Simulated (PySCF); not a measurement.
**Radial density of Ar⁺ (argon, charge +1)**

B3LYP, [Ne] 3s2 3p5, 2P determinant. Computed with PySCF 2.14 in x2c-SVPall (4s3p1d, 18 functions), with the spin-free X2C one-electron Hamiltonian (Gaussian nucleus).

| r (bohr) | 4πr²ρ (e/bohr) | 4πr²(ρα − ρβ) |
| --- | --- | --- |
| 0.00139 | 0.09569 | 0.0000 |
| 0.00234 | 0.2664 | 0.0000 |
| 0.00393 | 0.7216 | 0.0000 |
| 0.00661 | 1.837 | 0.0001 |
| 0.0111 | 4.243 | 0.0002 |
| 0.0187 | 8.965 | 0.0006 |
| 0.0314 | 15.78 | 0.0025 |
| 0.0529 | 20.90 | 0.0112 |
| 0.0889 | 18.08 | 0.0440 |
| 0.150 | 14.52 | 0.1232 |
| 0.252 | 20.42 | 0.1635 |
| 0.423 | 15.75 | 0.0213 |
| 0.712 | 4.669 | 0.2107 |
| 1.20 | 5.577 | 0.7778 |
| 2.01 | 2.260 | 0.3234 |
| 3.39 | 0.1969 | 0.0325 |
| 5.70 | 3.547e-05 | 0.0000 |

Densities and radii are taken from the X2C orbitals without a picture-change correction, which distorts them close to the nucleus.
